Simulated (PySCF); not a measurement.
Isomers of C9H8O, from PBE0-D3(BJ)/def2-SVP geometry optimisation, gas phase in PySCF 2.14.0. One conformer each, no zero-point energy, no frequencies.

Question: Which isomer lies lowest at this level?
A. `[CH2:1]=[CH:2][c:3]1[cH:4][cH:5][c:6]([CH:7]=[O:8])[cH:9][cH:10]1` with C1–C2–C3–C4 180°, C5–C6–C7–O8 0°: A = 4795, B = 702.2, C = 612.5 MHz, dipole 3.44 D
B. 1-indanone (`O=C1CCc2ccccc21`): A = 2563, B = 1267, C = 856.6 MHz, dipole 3.37 D
C. `[CH2:1]=[CH:2][c:3]1[cH:4][cH:5][c:6]([OH:7])[c:8]2[c:9]1[CH2:10]2` with C1–C2–C3–C4 180°, C5–C6–O7–H 180°: A = 2990, B = 972.0, C = 737.2 MHz, dipole 1.36 D

Answer: B. That is 1-indanone (`O=C1CCC2=CC=CC=C12`), 28.1 kcal/mol below the next.

| SMILES | mapped SMILES | E (Eh) | relative (kcal/mol) | relative (kJ/mol) | dipole (D) |
| --- | --- | --- | --- | --- | --- |
| O=C1CCc2ccccc21 | [O:1]=[C:2]1[CH2:3][CH2:4][c:5]2[cH:6][cH:7][cH:8][cH:9][c:10]21 | -422.23388 | 0.0 | 0.0 | 3.37 |
| C=Cc1ccc(C=O)cc1 | [CH2:1]=[CH:2][c:3]1[cH:4][cH:5][c:6]([CH:7]=[O:8])[cH:9][cH:10]1 | -422.18906 | 28.1 | 117.7 | 3.44 |
| C=Cc1ccc(O)c2c1C2 | [CH2:1]=[CH:2][c:3]1[cH:4][cH:5][c:6]([OH:7])[c:8]2[c:9]1[CH2:10]2 | -422.10683 | 79.7 | 333.6 | 1.36 |

As drawn, the lowest has a C=O bond, which the highest lacks; the highest has a three-membered ring, an O–H bond and a C=C bond outside aromatic rings, which the lowest lacks.
